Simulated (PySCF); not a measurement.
SiBrCl3, SMILES Cl[Si](Cl)(Cl)Br. Geometry: PBE0-D3(BJ)/def2-SVP.

Question: Give the equilibrium geometry at PBE0-D3(BJ)/def2-SVP (PySCF confirms it by a frequency run) as a Z-matrix, and its point group. (Estimate from the structure and the level; the computed values follow.)

Answer: point group C3v.
```
Si
Cl 1 2.0377
Cl 1 2.0377 2 109.21
Cl 1 2.0377 2 109.21 3 -119.37
Br 1 2.1924 2 109.73 4 -120.31
```
Charge 0, spin multiplicity 1.
